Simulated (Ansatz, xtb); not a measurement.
# C4H8BFO: 3 structures ranked

3 gas-phase structures of C4H8BFO, from a drawn sample of its isomers (lower ones may exist). Each was relaxed with GFN2-xTB; where two conformers were screened, the lower at r2SCAN-D4/def2-SVP is listed:

A. `C=CCCB(O)F`, a singlet
B. `FB1CCCCO1`, a singlet
C. `COB(F)C1CC1`, a singlet

**Question.** Estimate their order in r2SCAN-D4/def2-SVP energy at these geometries, lowest first.

**Answer.** Calculated order at r2SCAN-D4/def2-SVP: B (0.000), A (0.686), C (1.136) eV.

Energies above the lowest of each column, in eV; the last columns are at PBE0-D3(BJ)/def2-SVP geometries:

```tsv
structure	GFN2-xTB	HF/STO-3G	r2SCAN-D4/def2-SVP	PBE0-D3(BJ)/def2-SVP	CCSD(T)/def2-SVP + ΔMP2/def2-TZVPP
B	0.000	0.000	0.000	0.000	0.000
A	1.117	2.312	0.686	0.731	0.407
C	1.031	1.925	1.136	1.175	1.104
```

Every level run on B puts it lowest or level with the lowest. Flexible structures stand in one conformer each, not always the lowest. ΔMP2 is the change of the MP2 energy from the smaller to the larger basis.

Programs: Ansatz 0.2.0, xtb 6.7.1.
